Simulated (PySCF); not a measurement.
# Electron correlation in F³⁺ (fluorine, charge +3)

[He] 2s2 2p2, high-spin 3P determinant. All numbers are calculated (PySCF 2.14, scalar relativity by spin-free X2C-1e, in x2c-QZVPPall). Frozen: nothing; 6 electrons correlated.

```tsv
level	correlation energy (mhartree)
CCSD	-129.35
(T)	-1.48
CCSD(T)	-130.83
```

Diagnostics: T1 = 0.0031, D1 = 0.0079, largest double amplitude 0.120.

Q: Is a single reference adequate?

A: Mostly. T1 lies below 0.03, but a double amplitude of this size points to a near-degeneracy that CCSD handles and MP2 describes poorly.

This basis was not built for core-valence correlation, so the inner-shell part is incomplete.
